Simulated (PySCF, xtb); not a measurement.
Si(CF3)(Cl)2(H) (CHCl2F3Si), SMILES FC(F)(F)[SiH](Cl)Cl.

GFN2-xTB (xtb) at its own geometry gives an orbital gap of 5.89 eV and a dipole moment of 3.37 D.

Coordinates come from a ωB97X-D3(BJ)/def2-SVP optimisation.

Question: What does r2SCAN/def2-TZVP run with PySCF give? (Estimate from the structure and the level; the computed values follow.)

Answer: gap 7.32 eV (levels -8.31 and -0.99 eV), dipole 1.40 D.
